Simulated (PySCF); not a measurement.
AlOF, SMILES [O]=[Al][F]. The structure is a stationary point at B3LYP-D3(BJ)/def2-TZVP.

TDA-CAM-B3LYP/def2-TZVPD run with PySCF puts the lowest singlet excitations at 3.40, 3.40, 5.08, 5.98, 6.12, 6.12 eV.

Q: What are the lowest excitation roots from ADC(2)/aug-cc-pVDZ in PySCF? (The exact figures need the calculation; the answer reports its results.)

A: 2.81, 2.81, 4.35, 5.20, 5.20, 5.21 eV. S1 differs by -0.59 eV (second minus first; roots are paired by order, and the bases may differ).
